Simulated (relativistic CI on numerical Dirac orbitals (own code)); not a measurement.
## Transition arrays of Sn25+

Calculated at this level of theory: Dirac-Coulomb-Breit CI, orbitals from a KLI potential per configuration, model QED, valence Slater integrals scaled by 0.9, whole transition arrays (own radial code, finite nucleus).

Configurations in the expansion (outside the closed core [Ne] 3s2): 3p6.3d7, 3p6.3d6.4f, 3p5.3d8, 3p6.3d6.4p, 3p6.3d6.5f. Levels of other configurations are missing.

All E1 lines from the levels of 3p6.3d7; mean and standard deviation are weighted by gf, and upper levels are sorted by their leading configuration.

| Upper configuration | Lines | Σgf | Mean (eV) | Mean (nm) | σ (eV) | Strongest line (nm) |
| --- | --- | --- | --- | --- | --- | --- |
| 3p6.3d6.4f | 2825 | 581.7 | 763.66 | 1.624 | 7.49 | 1.611 |
| 3p5.3d8 | 466 | 64.2 | 236.45 | 5.243 | 21.09 | 4.726 |
| 3p6.3d6.4p | 1718 | 36.4 | 596.73 | 2.078 | 6.96 | 2.087 |
| 3p6.3d6.5f | 2825 | 205.3 | 975.26 | 1.271 | 8.20 | 1.261 |

Σgf per state of the lower configuration in bins of 0.1 nm over the central range (centre: value): 1.25: 1.69, 1.55: 0.09, 1.65: 4.75, 2.05: 0.26, 4.75: 0.07, 4.85: 0.06.

(1) How do configuration mixing and the scaling of the Slater integrals move the arrays?

Results:

(1) Slater scale 0.9, no configuration mixing: 3p6.3d6.4f 764.2 ± 7.6 eV (Σgf 604.6), 3p5.3d8 237.2 ± 21.2 eV (Σgf 69.8), 3p6.3d6.4p 596.9 ± 7.0 eV (Σgf 33.0), 3p6.3d6.5f 974.7 ± 8.2 eV (Σgf 159.8); Slater scale 1: 3p6.3d6.4f 765.3 ± 8.0 eV (Σgf 583.7), 3p5.3d8 237.4 ± 21.8 eV (Σgf 63.8), 3p6.3d6.4p 596.9 ± 7.5 eV (Σgf 36.8), 3p6.3d6.5f 975.9 ± 8.8 eV (Σgf 206.3); Slater scale 0.8: 3p6.3d6.4f 762.1 ± 7.0 eV (Σgf 579.7), 3p5.3d8 235.5 ± 20.4 eV (Σgf 64.5), 3p6.3d6.4p 596.6 ± 6.4 eV (Σgf 36.0), 3p6.3d6.5f 974.6 ± 7.6 eV (Σgf 204.4). With mixing, levels are counted to their leading configuration, so an array can shrink or vanish into another, and the sums then hold other lines.
